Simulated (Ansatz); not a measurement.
`C[S][Ge][OH]` at its PBE0-D4/def2-TZVP geometry, where that method's forces vanish. The species carries charge 0 and has multiplicity 1.

```csv
atom,x (Å),y (Å),z (Å)
C1,-1.4743,-0.4177,0.3793
S2,0.3308,-0.5718,0.4622
Ge3,0.9372,1.0849,-0.9145
O4,2.7083,0.8910,-0.7984
H5,-1.8962,-1.3498,0.0059
H6,-1.8628,-0.2198,1.3773
H7,-1.7704,0.3970,-0.2849
H8,3.0274,0.1863,-0.2269
```

Q: For each bond, give half the difference of the two atoms' forces along it (eV/Å; positive pushes the atoms apart) under PBE-D4, r2SCAN-D4, B3LYP-D4, ωB97M-V in def2-TZVPP. (Estimate.)

A: Ansatz gave: 
```json
{"bond": "C1–S2", "length (Å)": "1.814", "PBE-D4": "0.13", "r2SCAN-D4": "0.18", "B3LYP-D4": "0.28", "ωB97M-V": "0.16"}
{"bond": "C1–H5", "length (Å)": "1.089", "PBE-D4": "0.10", "r2SCAN-D4": "-0.05", "B3LYP-D4": "-0.09", "ωB97M-V": "-0.08"}
{"bond": "C1–H6", "length (Å)": "1.089", "PBE-D4": "0.10", "r2SCAN-D4": "-0.05", "B3LYP-D4": "-0.09", "ωB97M-V": "-0.08"}
{"bond": "C1–H7", "length (Å)": "1.092", "PBE-D4": "0.11", "r2SCAN-D4": "-0.05", "B3LYP-D4": "-0.08", "ωB97M-V": "-0.07"}
{"bond": "S2–Ge3", "length (Å)": "2.238", "PBE-D4": "0.22", "r2SCAN-D4": "0.01", "B3LYP-D4": "0.24", "ωB97M-V": "-0.03"}
{"bond": "Ge3–O4", "length (Å)": "1.785", "PBE-D4": "0.50", "r2SCAN-D4": "0.07", "B3LYP-D4": "0.29", "ωB97M-V": "0.03"}
{"bond": "O4–H8", "length (Å)": "0.962", "PBE-D4": "0.35", "r2SCAN-D4": "0.04", "B3LYP-D4": "-0.05", "ωB97M-V": "-0.07"}
```

B3LYP here is the variant with VWN-RPA as its local correlation; programs differ in this.
